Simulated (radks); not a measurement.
The numbers below are computed, except where a source is named.
Fractional charge and spin in the 3p shell of copper: the spin-up occupation runs from 2 to 3 and the spin-down occupation from 2 to 3; the fullest corner is Cu+, [Ne] 3s2 3d10 3p(up 3, down 3). Level of theory: non-relativistic Kohn-Sham, BLYP, spin-polarised, spherical densities, point nucleus (a radial shooting solver on a logarithmic mesh with Libxc functionals). Energy (eV) minus the two flat planes that join the four corners (they meet along the diagonal where the two added fractions sum to one electron); zero is where a piecewise linear energy would lie.

\begin{tabular}{lrrr}
down \ up & 2 & 2.5 & 3 \\ \hline
2 & 0.000 & -2.544 & 0.000 \\
2.5 & -2.544 & 0.384 & -2.154 \\
3 & 0.000 & -2.154 & 0.000 \\
\end{tabular}

Corners above the fullest one (they belong to Cu2+ and the next ion): (up 3, down 2) 87.926 eV, (up 2, down 3) 87.926 eV, (up 2, down 2) 196.26 eV. With half an added electron in each spin the energy lies 0.384 eV from the planes, and with half an added electron in spin up alone -2.544 eV. The planes are only a guide here: the flat-plane condition holds for ground states with one frontier orbital, while this shell lies below other occupied shells, so the corners above the fullest one are inner-hole states and not the ground states of those ions.
